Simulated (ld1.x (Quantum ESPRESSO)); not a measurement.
**Li (Z = 3): PAW pseudisation with PBE, scalar-relativistic reference atom.**

ld1.x (Quantum ESPRESSO) 7.5 input, shortened:

```
&input
   title='Li', zed=3., rel=1, dft='PBE', iswitch=3,
   config='[He] 2s0 2p1 3d-2'
 /
 &inputp
   pseudotype=3, lpaw=.true., tm=.true., lloc=-2, rcloc=1.65,
   nlcc=.false.,
   which_augfun='BESSEL', rmatch_augfun=1.10
 /
6
1S  1  0   2.00   0.00  0.95  1.05  0.0
2S  2  0   0.00   0.00  0.95  1.05  0.0
2P  2  1   1.00   0.00  3.75  4.60  0.0
2P  2  1   0.00   2.85  3.75  4.60  0.0
3D  3  2  -2.00   0.20  3.00  4.20  0.0
3D  3  2  -2.00   2.20  3.00  4.20  0.0
 &test
   configts(1)='1s2 2s0 2p1'
 /
```

Task: Does the generator finish with these settings?

Result: Yes, a potential is produced.

Task: Estimate the cutoffs (Ry, on a coarse ladder) from which the occupation-weighted sum of valence levels, in a spherical-Bessel basis at the reference potential, stays within 10 and 1 mRy of its value at 400 Ry.

Result: 40 Ry and 50 Ry.

Task: What does a ghost test show?

Result: Ghost state, extra bound levels that the all-electron valence spectrum of the same l lacks: p at -4.3 eV. A true bound ghost makes a file unfit for plane-wave use.

Task: Is the overlap operator S = 1 + Σ q|β⟩⟨β| positive definite (Bessel basis up to 400 Ry)?

Result: Yes: its lowest eigenvalue is 0.14 (p channel).

Task: Which valence shell sets the plane-wave cutoff?

Result: 1s: its level needs 50 Ry to come within 1 mRy, against 6 Ry for 2p.

Task: Tests: 1s2 2s1 2p0; 1s2 2s0 2p0; 1s2 2s0.5 2p0; 1s1 2s1 2p0. Which has the largest error in its energy relative to the reference configuration, and how large is it?

Result: 1s1 2s1 2p0, with -135 meV (all-electron minus pseudo) on +66.62 eV.
